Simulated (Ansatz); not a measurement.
A short molecular-dynamics run on `O=C([SiH3])S`.

```yaml
crystal:
  periodic: [false, false, false]
  atoms:
    - {symbol: O, position_ang: [-0.419104, -0.636159, 1.647322]}
    - {symbol: C, position_ang: [-0.256605, -0.512945, 0.463540]}
    - {symbol: Si, position_ang: [0.522678, 1.083251, -0.284292]}
    - {symbol: S, position_ang: [-0.707132, -1.766296, -0.725364]}
    - {symbol: H, position_ang: [0.605248, 0.964664, -1.761059]}
    - {symbol: H, position_ang: [-0.347482, 2.217461, 0.106219]}
    - {symbol: H, position_ang: [1.872458, 1.229038, 0.309787]}
    - {symbol: H, position_ang: [-1.177962, -2.636214, 0.188145]}
basis:
  gaussian: {orbitals: def2-SVP}
hamiltonian: {xc: {name: r2SCAN}}
md: {timestep: 1 fs, n_steps: 30, ensemble: nvt_nose_hoover, temperature: 700, initial_velocities: maxwell_boltzmann, seed: 629}
```

```sh
$ ansatz run in.yaml --threads 2 --pin off --events-out ev --progress --plain --max-ram 4352MiB
```

| step | time (fs) | potential energy (eV) | kinetic (eV) | T (K) | conserved (eV) |
| --- | --- | --- | --- | --- | --- |
| 0 | 0.0 | -21850.4180 | 0.5429 | 700 | -21849.8751 |
| 1 | 1.0 | -21850.3956 | 0.5224 | 674 | -21849.8732 |
| 2 | 2.0 | -21850.3163 | 0.4467 | 576 | -21849.8696 |
| 3 | 3.0 | -21850.2324 | 0.3650 | 471 | -21849.8674 |
| 4 | 4.0 | -21850.1792 | 0.3122 | 402 | -21849.8671 |
| 5 | 5.0 | -21850.1629 | 0.2953 | 381 | -21849.8677 |
| 6 | 6.0 | -21850.1737 | 0.3051 | 393 | -21849.8687 |
| 7 | 7.0 | -21850.1950 | 0.3251 | 419 | -21849.8702 |
| 8 | 8.0 | -21850.2046 | 0.3334 | 430 | -21849.8717 |
| 9 | 9.0 | -21850.1816 | 0.3102 | 400 | -21849.8720 |
| 10 | 10.0 | -21850.1241 | 0.2547 | 328 | -21849.8702 |
| 11 | 11.0 | -21850.0619 | 0.1955 | 252 | -21849.8674 |
| 12 | 12.0 | -21850.0367 | 0.1712 | 221 | -21849.8666 |
| 13 | 13.0 | -21850.0622 | 0.1952 | 252 | -21849.8683 |
| 14 | 14.0 | -21850.1138 | 0.2449 | 316 | -21849.8704 |
| 15 | 15.0 | -21850.1582 | 0.2886 | 372 | -21849.8715 |
| 16 | 16.0 | -21850.1757 | 0.3064 | 395 | -21849.8716 |
| 17 | 17.0 | -21850.1619 | 0.2939 | 379 | -21849.8707 |
| 18 | 18.0 | -21850.1293 | 0.2634 | 340 | -21849.8690 |
| 19 | 19.0 | -21850.1039 | 0.2401 | 310 | -21849.8673 |
| 20 | 20.0 | -21850.1104 | 0.2475 | 319 | -21849.8669 |
| 21 | 21.0 | -21850.1556 | 0.2920 | 376 | -21849.8680 |
| 22 | 22.0 | -21850.2211 | 0.3556 | 459 | -21849.8706 |
| 23 | 23.0 | -21850.2682 | 0.4008 | 517 | -21849.8733 |
| 24 | 24.0 | -21850.2579 | 0.3906 | 504 | -21849.8740 |
| 25 | 25.0 | -21850.1831 | 0.3195 | 412 | -21849.8711 |
| 26 | 26.0 | -21850.0906 | 0.2324 | 300 | -21849.8662 |
| 27 | 27.0 | -21850.0530 | 0.1973 | 254 | -21849.8643 |
| 28 | 28.0 | -21850.0979 | 0.2392 | 308 | -21849.8678 |
| 29 | 29.0 | -21850.1746 | 0.3116 | 402 | -21849.8728 |
| 30 | 30.0 | -21850.2070 | 0.3432 | 443 | -21849.8745 |

Velocities are drawn at the set temperature; a run this short doesn't reach equilibrium.

Frames (Å, forces in eV/Å):

```xyz
8
time=0.0 fs
O    -0.419   -0.636    1.647   -0.083   -0.041    0.710
C    -0.257   -0.513    0.464    0.123    0.214   -0.308
Si    0.523    1.083   -0.284   -0.012   -0.037   -0.048
S    -0.707   -1.766   -0.725   -0.023   -0.153   -0.497
H     0.605    0.965   -1.761    0.023    0.023   -0.141
H    -0.347    2.217    0.106   -0.065    0.109    0.045
H     1.872    1.229    0.310    0.116    0.028    0.062
H    -1.178   -2.636    0.188   -0.080   -0.143    0.177
8
time=1.0 fs
O    -0.421   -0.634    1.654    0.078    0.037   -0.150
C    -0.248   -0.511    0.462   -0.127    0.034    0.278
Si    0.522    1.086   -0.284    0.407    0.372   -0.195
S    -0.711   -1.772   -0.729    0.257    0.366   -0.687
H     0.642    0.989   -1.794   -0.085    0.028    0.452
H    -0.361    2.240    0.122    0.208   -0.257   -0.101
H     1.900    1.228    0.330   -0.426   -0.007   -0.163
H    -1.156   -2.607    0.198   -0.312   -0.574    0.565
8
time=2.0 fs
O    -0.422   -0.632    1.661    0.238    0.107   -0.936
C    -0.240   -0.510    0.461   -0.374   -0.132    0.804
Si    0.521    1.088   -0.284    0.756    0.711   -0.295
S    -0.714   -1.778   -0.733    0.444    0.716   -0.733
H     0.678    1.013   -1.822   -0.199    0.013    0.911
H    -0.373    2.259    0.136    0.418   -0.545   -0.221
H     1.924    1.226    0.348   -0.833   -0.028   -0.334
H    -1.137   -2.583    0.214   -0.451   -0.842    0.804
8
time=3.0 fs
O    -0.424   -0.629    1.667    0.384    0.161   -1.589
C    -0.232   -0.508    0.460   -0.601   -0.272    1.215
Si    0.520    1.091   -0.283    1.019    0.947   -0.338
S    -0.718   -1.784   -0.737    0.493    0.801   -0.499
H     0.713    1.037   -1.842   -0.305   -0.020    1.207
H    -0.380    2.274    0.148    0.549   -0.732   -0.305
H     1.940    1.224    0.363   -1.085   -0.034   -0.442
H    -1.123   -2.566    0.237   -0.454   -0.852    0.750
8
time=4.0 fs
O    -0.425   -0.627    1.672    0.506    0.196   -2.074
C    -0.224   -0.507    0.461   -0.797   -0.377    1.478
Si    0.519    1.094   -0.283    1.193    1.066   -0.328
S    -0.721   -1.790   -0.741    0.422    0.650    0.017
H     0.744    1.061   -1.850   -0.393   -0.062    1.342
H    -0.382    2.281    0.158    0.596   -0.812   -0.350
H     1.946    1.222    0.375   -1.187   -0.028   -0.484
H    -1.112   -2.559    0.267   -0.341   -0.633    0.399
8
time=5.0 fs
O    -0.426   -0.624    1.676    0.598    0.208   -2.377
C    -0.217   -0.506    0.462   -0.953   -0.439    1.579
Si    0.519    1.097   -0.283    1.277    1.060   -0.271
S    -0.725   -1.795   -0.745    0.302    0.387    0.676
H     0.772    1.085   -1.845   -0.458   -0.108    1.321
H    -0.379    2.281    0.164    0.560   -0.784   -0.353
H     1.940    1.220    0.381   -1.145   -0.011   -0.462
H    -1.106   -2.557    0.302   -0.181   -0.313   -0.114
8
time=6.0 fs
O    -0.426   -0.621    1.679    0.656    0.198   -2.493
C    -0.211   -0.505    0.465   -1.062   -0.456    1.517
Si    0.520    1.101   -0.283    1.263    0.925   -0.169
S    -0.728   -1.800   -0.749    0.193    0.135    1.305
H     0.795    1.107   -1.828   -0.492   -0.154    1.145
H    -0.370    2.273    0.166    0.442   -0.649   -0.314
H     1.924    1.217    0.383   -0.961    0.016   -0.372
H    -1.100   -2.558    0.335   -0.039   -0.016   -0.619
8
time=7.0 fs
O    -0.426   -0.619    1.680    0.675    0.166   -2.426
C    -0.205   -0.504    0.469   -1.119   -0.424    1.294
Si    0.521    1.105   -0.283    1.139    0.662   -0.019
S    -0.731   -1.805   -0.753    0.128   -0.038    1.791
H     0.814    1.129   -1.800   -0.488   -0.195    0.804
H    -0.357    2.259    0.166    0.242   -0.410   -0.231
H     1.898    1.215    0.381   -0.629    0.052   -0.209
H    -1.095   -2.559    0.362    0.052    0.187   -1.003
8
time=8.0 fs
O    -0.426   -0.616    1.679    0.655    0.112   -2.184
C    -0.201   -0.504    0.474   -1.122   -0.347    0.920
Si    0.522    1.109   -0.283    0.896    0.284    0.185
S    -0.734   -1.811   -0.756    0.111   -0.113    2.082
H     0.827    1.148   -1.764   -0.437   -0.226    0.296
H    -0.342    2.241    0.163   -0.029   -0.081   -0.109
H     1.866    1.213    0.378   -0.161    0.096    0.025
H    -1.090   -2.559    0.380    0.086    0.275   -1.216
8
time=9.0 fs
O    -0.425   -0.613    1.678    0.596    0.041   -1.777
C    -0.197   -0.505    0.480   -1.073   -0.233    0.408
Si    0.523    1.113   -0.284    0.550   -0.166    0.446
S    -0.737   -1.816   -0.758    0.142   -0.086    2.163
H     0.837    1.165   -1.725   -0.341   -0.243   -0.348
H    -0.327    2.222    0.160   -0.340    0.297    0.038
H     1.832    1.212    0.374    0.400    0.142    0.312
H    -1.084   -2.556    0.385    0.065    0.248   -1.242
8
time=10.0 fs
O    -0.424   -0.610    1.675    0.502   -0.043   -1.230
C    -0.195   -0.505    0.486   -0.978   -0.095   -0.217
Si    0.525    1.118   -0.283    0.164   -0.605    0.749
S    -0.740   -1.821   -0.760    0.219    0.046    2.030
H     0.844    1.180   -1.689   -0.213   -0.245   -1.032
H    -0.315    2.206    0.157   -0.632    0.648    0.179
H     1.803    1.213    0.374    0.946    0.186    0.597
H    -1.077   -2.550    0.380   -0.007    0.109   -1.076
8
time=11.0 fs
O    -0.423   -0.607    1.671    0.381   -0.132   -0.583
C    -0.193   -0.506    0.492   -0.852    0.048   -0.915
Si    0.527    1.122   -0.283   -0.143   -0.915    1.038
S    -0.743   -1.826   -0.761    0.341    0.285    1.686
H     0.848    1.192   -1.664   -0.094   -0.237   -1.576
H    -0.309    2.196    0.155   -0.825    0.873    0.271
H     1.782    1.215    0.379    1.317    0.216    0.795
H    -1.070   -2.544    0.363   -0.125   -0.137   -0.716
8
time=12.0 fs
O    -0.421   -0.604    1.667    0.248   -0.219    0.101
C    -0.191   -0.506    0.497   -0.713    0.173   -1.622
Si    0.529    1.125   -0.282   -0.252   -0.999    1.232
S    -0.745   -1.831   -0.762    0.501    0.621    1.169
H     0.851    1.202   -1.653   -0.030   -0.231   -1.787
H    -0.312    2.195    0.156   -0.855    0.897    0.281
H     1.774    1.219    0.392    1.380    0.224    0.824
H    -1.065   -2.538    0.340   -0.278   -0.466   -0.198
8
time=13.0 fs
O    -0.419   -0.601    1.664    0.121   -0.291    0.736
C    -0.191   -0.507    0.501   -0.583    0.260   -2.258
Si    0.531    1.129   -0.281   -0.129   -0.836    1.268
S    -0.748   -1.836   -0.762    0.674    0.998    0.593
H     0.855    1.210   -1.660   -0.048   -0.236   -1.575
H    -0.322    2.202    0.160   -0.712    0.711    0.204
H     1.779    1.226    0.413    1.114    0.208    0.661
H    -1.062   -2.538    0.315   -0.437   -0.815    0.372
8
time=14.0 fs
O    -0.417   -0.598    1.660    0.023   -0.340    1.228
C    -0.190   -0.507    0.503   -0.488    0.293   -2.730
Si    0.532    1.132   -0.280    0.148   -0.499    1.153
S    -0.750   -1.841   -0.762    0.809    1.300    0.153
H     0.857    1.216   -1.681   -0.131   -0.249   -1.029
H    -0.339    2.216    0.166   -0.442    0.383    0.066
H     1.795    1.234    0.440    0.629    0.173    0.359
H    -1.063   -2.545    0.294   -0.547   -1.061    0.799
8
time=15.0 fs
O    -0.415   -0.596    1.657   -0.030   -0.358    1.495
C    -0.191   -0.507    0.503   -0.445    0.265   -2.958
Si    0.534    1.135   -0.278    0.452   -0.102    0.950
S    -0.753   -1.845   -0.763    0.850    1.400    0.039
H     0.859    1.219   -1.713   -0.234   -0.262   -0.342
H    -0.360    2.234    0.172   -0.125    0.008   -0.089
H     1.817    1.244    0.471    0.085    0.129    0.009
H    -1.070   -2.562    0.280   -0.554   -1.079    0.897
8
time=16.0 fs
O    -0.414   -0.594    1.656   -0.029   -0.343    1.487
C    -0.191   -0.506    0.501   -0.461    0.180   -2.896
Si    0.536    1.138   -0.276    0.689    0.253    0.728
S    -0.755   -1.849   -0.763    0.779    1.251    0.287
H     0.858    1.220   -1.748   -0.318   -0.266    0.304
H    -0.383    2.251    0.177    0.172   -0.329   -0.227
H     1.839    1.256    0.502   -0.392    0.082   -0.311
H    -1.082   -2.589    0.275   -0.441   -0.828    0.629
8
time=17.0 fs
O    -0.412   -0.592    1.655    0.024   -0.300    1.208
C    -0.192   -0.506    0.496   -0.527    0.052   -2.550
Si    0.538    1.141   -0.273    0.822    0.511    0.528
S    -0.756   -1.853   -0.763    0.632    0.932    0.745
H     0.854    1.218   -1.780   -0.365   -0.257    0.811
H    -0.404    2.266    0.181    0.406   -0.585   -0.328
H     1.858    1.268    0.529   -0.743    0.039   -0.562
H    -1.098   -2.625    0.276   -0.248   -0.392    0.147
8
time=18.0 fs
O    -0.410   -0.590    1.655    0.112   -0.238    0.714
C    -0.193   -0.505    0.489   -0.627   -0.099   -1.977
Si    0.540    1.144   -0.270    0.851    0.649    0.365
S    -0.758   -1.856   -0.762    0.465    0.577    1.205
H     0.847    1.214   -1.804   -0.372   -0.236    1.148
H    -0.421    2.275    0.181    0.560   -0.740   -0.384
H     1.870    1.280    0.552   -0.955    0.003   -0.728
H    -1.116   -2.664    0.278   -0.035    0.084   -0.343
8
time=19.0 fs
O    -0.408   -0.588    1.655    0.216   -0.169    0.092
C    -0.195   -0.505    0.481   -0.734   -0.251   -1.265
Si    0.543    1.148   -0.267    0.791    0.665    0.236
S    -0.759   -1.859   -0.762    0.325    0.288    1.528
H     0.836    1.207   -1.817   -0.343   -0.206    1.318
H    -0.433    2.277    0.177    0.628   -0.795   -0.397
H     1.873    1.293    0.567   -1.031   -0.025   -0.808
H    -1.135   -2.703    0.277    0.149    0.492   -0.703
8
time=20.0 fs
O    -0.406   -0.587    1.655    0.315   -0.103   -0.563
C    -0.198   -0.505    0.472   -0.825   -0.385   -0.510
Si    0.546    1.151   -0.265    0.652    0.559    0.136
S    -0.761   -1.862   -0.761    0.232    0.112    1.664
H     0.822    1.198   -1.817   -0.283   -0.169    1.328
H    -0.439    2.271    0.170    0.607   -0.748   -0.367
H     1.866    1.305    0.575   -0.976   -0.041   -0.803
H    -1.153   -2.737    0.269    0.278    0.775   -0.885
8
time=21.0 fs
O    -0.404   -0.585    1.655    0.392   -0.049   -1.166
C    -0.201   -0.505    0.462   -0.882   -0.487    0.206
Si    0.549    1.155   -0.262    0.438    0.332    0.063
S    -0.762   -1.865   -0.759    0.195    0.066    1.609
H     0.805    1.188   -1.805   -0.196   -0.129    1.179
H    -0.439    2.259    0.159    0.496   -0.603   -0.298
H     1.849    1.317    0.575   -0.787   -0.045   -0.707
H    -1.167   -2.763    0.253    0.343    0.914   -0.887
8
time=22.0 fs
O    -0.401   -0.584    1.655    0.438   -0.012   -1.658
C    -0.205   -0.505    0.452   -0.893   -0.547    0.826
Si    0.552    1.159   -0.259    0.147   -0.013    0.021
S    -0.763   -1.868   -0.757    0.217    0.155    1.374
H     0.787    1.177   -1.782   -0.084   -0.088    0.862
H    -0.434    2.240    0.146    0.293   -0.361   -0.190
H     1.825    1.329    0.569   -0.458   -0.030   -0.515
H    -1.179   -2.781    0.228    0.339    0.898   -0.718
8
time=23.0 fs
O    -0.399   -0.582    1.653    0.449    0.005   -2.002
C    -0.209   -0.506    0.443   -0.855   -0.564    1.311
Si    0.556    1.163   -0.256   -0.219   -0.459    0.021
S    -0.764   -1.871   -0.755    0.305    0.385    0.970
H     0.767    1.165   -1.750    0.048   -0.053    0.374
H    -0.426    2.218    0.130    0.008   -0.040   -0.054
H     1.797    1.340    0.557    0.004    0.006   -0.228
H    -1.187   -2.790    0.196    0.260    0.720   -0.392
8
time=24.0 fs
O    -0.396   -0.581    1.650    0.423    0.002   -2.176
C    -0.214   -0.508    0.435   -0.769   -0.539    1.641
Si    0.559    1.167   -0.253   -0.638   -0.955    0.076
S    -0.765   -1.873   -0.752    0.459    0.751    0.425
H     0.748    1.152   -1.715    0.188   -0.027   -0.253
H    -0.418    2.195    0.114   -0.323    0.320    0.095
H     1.769    1.351    0.543    0.554    0.061    0.125
H    -1.193   -2.792    0.161    0.106    0.386    0.067
8
time=25.0 fs
O    -0.392   -0.579    1.646    0.365   -0.020   -2.171
C    -0.220   -0.510    0.428   -0.640   -0.475    1.803
Si    0.562    1.171   -0.249   -1.054   -1.413    0.188
S    -0.766   -1.876   -0.749    0.657    1.203   -0.191
H     0.730    1.139   -1.682    0.320   -0.013   -0.920
H    -0.414    2.176    0.099   -0.630    0.646    0.228
H     1.745    1.363    0.530    1.082    0.124    0.473
H    -1.198   -2.791    0.126   -0.101   -0.051    0.591
8
time=26.0 fs
O    -0.389   -0.578    1.640    0.278   -0.057   -1.984
C    -0.227   -0.512    0.423   -0.474   -0.378    1.787
Si    0.565    1.174   -0.246   -1.372   -1.721    0.320
S    -0.767   -1.878   -0.746    0.843    1.612   -0.743
H     0.716    1.126   -1.658    0.419   -0.007   -1.448
H    -0.415    2.163    0.086   -0.818    0.846    0.312
H     1.733    1.376    0.522    1.425    0.170    0.708
H    -1.203   -2.790    0.097   -0.302   -0.465    1.049
8
time=27.0 fs
O    -0.385   -0.576    1.633    0.168   -0.108   -1.618
C    -0.233   -0.514    0.419   -0.280   -0.256    1.590
Si    0.567    1.176   -0.243   -1.511   -1.799    0.397
S    -0.767   -1.880   -0.744    0.929    1.802   -1.068
H     0.706    1.113   -1.647    0.471    0.005   -1.649
H    -0.425    2.157    0.076   -0.815    0.859    0.327
H     1.733    1.391    0.521    1.448    0.170    0.738
H    -1.212   -2.793    0.077   -0.410   -0.674    1.282
8
time=28.0 fs
O    -0.381   -0.575    1.626    0.042   -0.167   -1.084
C    -0.240   -0.517    0.417   -0.067   -0.115    1.217
Si    0.569    1.178   -0.240   -1.459   -1.647    0.343
S    -0.767   -1.881   -0.741    0.854    1.659   -1.075
H     0.700    1.099   -1.653    0.472    0.038   -1.440
H    -0.442    2.160    0.069   -0.614    0.684    0.279
H     1.748    1.407    0.527    1.136    0.112    0.556
H    -1.225   -2.803    0.070   -0.363   -0.564    1.203
8
time=29.0 fs
O    -0.378   -0.574    1.617   -0.093   -0.232   -0.410
C    -0.247   -0.520    0.415    0.153    0.034    0.690
Si    0.570    1.179   -0.236   -1.284   -1.345    0.144
S    -0.767   -1.882   -0.739    0.634    1.235   -0.820
H     0.699    1.087   -1.672    0.435    0.094   -0.913
H    -0.465    2.170    0.065   -0.278    0.389    0.193
H     1.774    1.425    0.538    0.607    0.010    0.243
H    -1.241   -2.818    0.075   -0.176   -0.185    0.873
8
time=30.0 fs
O    -0.374   -0.573    1.609   -0.226   -0.297    0.355
C    -0.254   -0.523    0.414    0.370    0.183    0.057
Si    0.571    1.180   -0.233   -1.072   -1.000   -0.145
S    -0.767   -1.882   -0.738    0.350    0.701   -0.455
H     0.702    1.075   -1.700    0.377    0.164   -0.258
H    -0.490    2.183    0.062    0.100    0.062    0.098
H     1.805    1.443    0.551    0.029   -0.108   -0.092
H    -1.258   -2.836    0.088    0.072    0.296    0.441
```

It took 79 s on 2 threads of an Arm Neoverse V1 on a shared host, with 0.38 GiB of host memory at the peak.
